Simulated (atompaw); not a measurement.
**How hard is this strontium (Sr) PAW (atompaw) potential?**

| Quantity | Value |
| --- | --- |
| Element | strontium (Sr) |
| Generator | atompaw 4.2.0.5 |
| Type | PAW |
| Functional | LDA (PW92) |
| Relativity | scalar-relativistic |
| Frozen core | [Ar] 3d10 4s2 |
| Valence charge | 8 |
| Reference configuration | 4p6 4d0 5s1 5p0 (charge +1) |
| Partial waves | 5s (bound): rc 2.95 bohr; 5s channel at 2.2 Ry: rc 2.95 bohr; 4p (bound): rc 2.40 bohr; 5p (bound, empty): rc 2.95 bohr; 4d (bound, empty): rc 2.05 bohr; 4d channel at 0.35 Ry: rc 2.95 bohr |
| Local potential | bessel scheme, radius 2.30 bohr |
| Core correction | smooth core density matched at 1.88 bohr |
| Augmentation charge | sinc compensation charge, radius 2.50 bohr; PAW radius 2.95 bohr; waves and projectors: custom polynom2 7 10 vanderbiltortho |

The pseudo-atom Hamiltonian at the reference potential is diagonalised in spherical Bessel functions j_l(qr) that vanish at 20 bohr, with q² up to the cutoff. All-electron valence levels (Ry): 5s -0.6308, 4p -2.1477, 5p -0.4083, 4d -0.5139.

How do the lowest levels (Ry) of each channel move with the cutoff, and are there ghosts?

```
cutoff (Ry)     s #1     p #1     p #2     p #3     d #1     d #2     f #1    f #2  Σ f·Δε (mRy)
          8  -0.6305  -2.1270  -0.4073  -0.1325  -0.3949  -0.1478  -0.0791  0.0147         124.5
         12  -0.6306  -2.1336  -0.4080  -0.1328  -0.5000  -0.1508  -0.0791  0.0147          84.7
         15  -0.6307  -2.1439  -0.4081  -0.1328  -0.5093  -0.1510  -0.0791  0.0147          22.5
         21  -0.6308  -2.1465  -0.4082  -0.1329  -0.5138  -0.1514  -0.0791  0.0147           7.3
         30  -0.6308  -2.1473  -0.4082  -0.1329  -0.5139  -0.1514  -0.0791  0.0147           2.0
         40  -0.6308  -2.1475  -0.4083  -0.1329  -0.5139  -0.1514  -0.0791  0.0147           1.1
         45  -0.6308  -2.1476  -0.4083  -0.1329  -0.5139  -0.1514  -0.0791  0.0147           0.6
         55  -0.6308  -2.1476  -0.4083  -0.1329  -0.5139  -0.1514  -0.0791  0.0147           0.3
        400  -0.6308  -2.1477  -0.4083  -0.1329  -0.5139  -0.1514  -0.0791  0.0147           0.0
```

Result: no extra level below or beside the all-electron valence levels (s, p, d, f tested); 10 mRy is reached at 18 Ry and 1 mRy at 45 Ry.
